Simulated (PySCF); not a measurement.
Ionisation energy of P(2+) by level of theory

P(2+) [Ne] 3s2 3p1 (2P) → P(3+) [Ne] 3s2 (1S), as a difference of total energies. All numbers are calculated (PySCF 2.14, the non-relativistic Hamiltonian (point nucleus), in def2-TZVPPD (6s5p4d1f, 48 functions)). Correlated levels: valence: [Ne] frozen. The calculations carry no spin-orbit coupling.

```csv
method,ionisation energy (eV),plus first-order spin-orbit estimate,error of that sum (eV)
UHF,29.599,29.641,-0.562
MP2 (valence),29.887,29.929,-0.274
SCS-MP2 (valence),29.876,29.918,-0.285
CCSD (valence),30.015,30.057,-0.146
CCSD(T) (valence),30.043,30.085,-0.118
CCSDT (valence),30.054,30.096,-0.107
```

Reference: 30.203 eV (measured; NIST Atomic Spectra Database, ionization energies).

A first-order spin-orbit estimate (lowest level to lowest level, LS coupling) adds 0.042 eV.

Errors of the correlated levels include the incompleteness of this basis and the frozen core.
